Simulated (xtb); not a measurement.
C$_{4}$H$_{9}$Cl$_{2}$Sn, doublet, at a GFN2-xTB geometry (such geometries of metal compounds can be far from the true shape) (the spin is typed, not shown lowest). Base run: GFN0-xTB in xtb.

The xtb input:
```
$ xtb mol.xyz --gfn 0 --uhf 1 --json

# file mol.xyz
16

Sn     0.81022789     0.72105670     0.28106262
C      0.15719912    -1.48779757    -0.76240123
C     -0.58408643    -1.26538112    -2.03383495
C     -1.10781266    -2.59526695    -2.62359963
C     -2.21520923    -3.21874497    -1.78679294
H      1.09432883    -2.02572516    -0.86378185
H     -0.44152109    -1.84172039     0.06901036
H     -1.43877210    -0.60732449    -1.86604510
H      0.06972827    -0.80625581    -2.77927225
H     -1.48975664    -2.38203456    -3.62402429
H     -0.27672459    -3.29665598    -2.72238262
H     -3.02007898    -2.50508840    -1.62748533
H     -1.84433898    -3.54193412    -0.81791744
H     -2.62327716    -4.08686303    -2.29969426
Cl     0.76106071     0.18939230     2.61740253
Cl    -1.23409172     1.95436718     0.07190539
```

Each row names what was changed in the base input (with any setting that the change needs).

```json
[
 {"change": "base", "ΔE vs base (mEh)": "0.000"},
 {"change": "acc = 0.0001", "ΔE vs base (mEh)": "0.000"},
 {"change": "acc = 30", "ΔE vs base (mEh)": "0.000"},
 {"change": "acc = 0.1", "ΔE vs base (mEh)": "0.000"},
 {"change": "etemp = 3000", "ΔE vs base (mEh)": "-1.719"}
]
```
